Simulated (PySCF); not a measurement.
Numbering as in the mapped SMILES `[BH2:1][NH:2][BH:3][Cl:4]` (H(Xn): hydrogen on atom n).

[PySCF 2.14.0 with density-fitted response routines: coordinates at the PBE0-D3(BJ)/def2-SVP level; shieldings: GIAO HF/pcSseg-2; no solvent; non-relativistic; fast rotation and ring inversion assumed for equivalent nuclei; a single conformation]

Referencing at the same level of theory: $^{1}$H against TMS; $^{11}$B vs BF3·OEt2; NH3 for $^{15}$N; $^{35}$Cl against HCl.

```tsv
atoms	nucleus	count	δ (ppm)
H(B1)	$^{1}$H	2	5.15
H(B3)	$^{1}$H	1	5.38
H(N2)	$^{1}$H	1	6.25
N2	$^{15}$N	1	?
Cl4	$^{35}$Cl	1	?
B3	$^{11}$B	1	46.7
B1	$^{11}$B	1	50.2
```

Estimate the values marked ?.

Answers


- N2: 158.2 ppm, nitrogen bonded to 2 B, H
- Cl4: 92 ppm, chlorine bonded to B

OH and NH positions are those of a molecule without intermolecular hydrogen bonds; in solution they move with solvent, concentration and temperature, and exchange usually removes their couplings. Hydrogens on boron are broadened and split by $^{11}$B (spin 3/2, 80 %) and 10B (spin 3). Experimental scales use liquid or dissolved standards, which lie at an offset from isolated NH3 (liquid NH3: subtract about 20 ppm). Unscaled 15N shifts of sp2 nitrogen come out 20 to 40 ppm too high even then.
